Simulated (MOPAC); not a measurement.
Input for MOPAC: AM1 on BH4P (SMILES BP), a point of a torsion scan.

```
AM1 1SCF PRECISE CHARGE=0 THREADS=1
BH4P

B     -0.87536446 1     0.00439271 1    -0.07335833 1
P      0.93373897 1    -0.06331014 1    -0.48873626 1
H     -1.53638538 1     0.90739164 1    -0.40665008 1
H     -1.34480357 1    -0.88549166 1     0.52174492 1
H      1.47308811 1    -0.12435078 1     0.77886381 1
H      1.22350012 1     1.27588995 1    -0.67147939 1
```

The log:

```
*******************************************************************************
 **                                                                           **
 **                              MOPAC v23.2.5                                **
 **                                                                           **
 *******************************************************************************
 ** MOPAC's Digital Object Identifier: https://doi.org/10.5281/zenodo.6511958 **
 **                                                                           **
 ** Please cite the open-source release paper for use of this MOPAC version:  **
 ** J. E. Moussa and J. J. P. Stewart (2026)                                  **
 ** MOPAC: An open-source semiempirical molecular orbital program             **
 ** J. Open Source Softw., 11(119), 8025, https://doi.org/10.21105/joss.08025 **
 *******************************************************************************

                              AM1 CALCULATION RESULTS

 *******************************************************************************
 *  AM1        - The AM1 Hamiltonian to be used
 *
 *
 *
 *                 CHARGE ON SYSTEM = 0
 *
 *
 *
 *  PRECISE    - TIGHTER CRITERIA TO BE USED
 *  1SCF       - DO 1 SCF AND THEN STOP
 *  THREADS=1  - MULTI-THREADING NOT USED
 *  T=         - A TIME OF 172800.0 SECONDS REQUESTED
 *  DUMP=N     - RESTART FILE WRITTEN EVERY 7200.0 SECONDS REQUESTED
 *******************************************************************************
AM1 1SCF PRECISE CHARGE=0 THREADS=1
 BH4P

   ATOM   CHEMICAL          X               Y               Z
  NUMBER   SYMBOL      (ANGSTROMS)     (ANGSTROMS)     (ANGSTROMS)

     1       B         -0.87536446  *   0.00439271  *  -0.07335833  *
     2       P          0.93373897  *  -0.06331014  *  -0.48873626  *
     3       H         -1.53638538  *   0.90739164  *  -0.40665008  *
     4       H         -1.34480357  *  -0.88549166  *   0.52174492  *
     5       H          1.47308811  *  -0.12435078  *   0.77886381  *
     6       H          1.22350012  *   1.27588995  *  -0.67147939  *



          CARTESIAN COORDINATES

    NO.       ATOM           X           Y           Z

     1         B         -0.8754      0.0044     -0.0734
     2         P          0.9337     -0.0633     -0.4887
     3         H         -1.5364      0.9074     -0.4067
     4         H         -1.3448     -0.8855      0.5217
     5         H          1.4731     -0.1244      0.7789
     6         H          1.2235      1.2759     -0.6715

  H: (AM1): M.J.S. DEWAR ET AL, J. AM. CHEM. SOC. 107 3902-3909 (1985)
  B: (AM1): M.J.S. DEWAR ET AL, ORGANOMETALLICS, 7, 513-521 (1988)
  P: (AM1): M.J.S.DEWAR, JIE, C, THEOCHEM, 187, 1 (1989)

           Empirical Formula: H4 B P  =     6 atoms



      MOLECULAR POINT GROUP   :   C1


      RHF CALCULATION, NO. OF DOUBLY OCCUPIED LEVELS = 6


 -------------------------------------------------------------------------------
 AM1 1SCF PRECISE CHARGE=0 THREADS=1
 BH4P



     1SCF WAS SPECIFIED, SO BFGS WAS NOT USED
     SCF FIELD WAS ACHIEVED


                              AM1 CALCULATION
                                                       MOPAC v23.2.5 Linux




          FINAL HEAT OF FORMATION =         22.77591 KCAL/MOL =      95.29440 KJ/MOL


          COSMO AREA              =         84.71 SQUARE ANGSTROMS
          COSMO VOLUME            =         67.23 CUBIC ANGSTROMS

          IONIZATION POTENTIAL    =         10.124032 EV
          HOMO LUMO ENERGIES (EV) =        -10.124  0.760
          NO. OF FILLED LEVELS    =          6
          MOLECULAR WEIGHT        =         45.8154         POINT GROUP:  C1

          MOLECULAR DIMENSIONS (Angstroms)

            Atom       Atom       Distance
            H     6    H     4     3.56252
            H     5    H     3     3.19566
            H     3    P     2     0.92064


          SCF CALCULATIONS        =          1





   ATOM   CHEMICAL          X               Y               Z
  NUMBER   SYMBOL      (ANGSTROMS)     (ANGSTROMS)     (ANGSTROMS)

     1       B         -0.87536446  *   0.00439271  *  -0.07335833  *
     2       P          0.93373897  *  -0.06331014  *  -0.48873626  *
     3       H         -1.53638538  *   0.90739164  *  -0.40665008  *
     4       H         -1.34480357  *  -0.88549166  *   0.52174492  *
     5       H          1.47308811  *  -0.12435078  *   0.77886381  *
     6       H          1.22350012  *   1.27588995  *  -0.67147939  *

                             CARTESIAN COORDINATES

   1    B       -0.875364460     0.004392710    -0.073358330
   2    P        0.933738970    -0.063310140    -0.488736260
   3    H       -1.536385380     0.907391640    -0.406650080
   4    H       -1.344803570    -0.885491660     0.521744920
   5    H        1.473088110    -0.124350780     0.778863810
   6    H        1.223500120     1.275889950    -0.671479390


           Empirical Formula: H4 B P  =     6 atoms



      MOLECULAR POINT GROUP   :   C1


                  EIGENVALUES
 -23.58386 -19.22381 -13.52346 -12.17562 -11.72269 -10.12403   0.76007   1.00400
   1.90209   2.02990   4.34444   5.36825


              NET ATOMIC CHARGES AND DIPOLE CONTRIBUTIONS

  ATOM NO.   TYPE          CHARGE      No. of ELECS.   s-Pop       p-Pop
    1          B           0.317099        2.6829     1.29754     1.38536
    2          P          -0.352287        5.3523     1.80455     3.54773
    3          H          -0.069765        1.0698     1.06977
    4          H          -0.061922        1.0619     1.06192
    5          H           0.088901        0.9111     0.91110
    6          H           0.077973        0.9220     0.92203
 DIPOLE           X         Y         Z       TOTAL
 POINT-CHG.    -0.911     0.498     0.777     1.297
 HYBRID        -0.217     1.220     1.169     1.704
 SUM           -1.128     1.717     1.947     2.831


          ATOMIC ORBITAL ELECTRON POPULATIONS

     Atom    s        px        py        pz
    1  B   1.29754   0.59193   0.58378   0.20965
    2  P   1.80455   1.20524   1.16425   1.17825
    3  H   1.06977
    4  H   1.06192
    5  H   0.91110
    6  H   0.92203

 **********************
 *                    *
 * JOB ENDED NORMALLY *
 *                    *
 **********************




 == MOPAC DONE ==
```

The run finished.

Cost: very roughly 0.03 core-seconds.
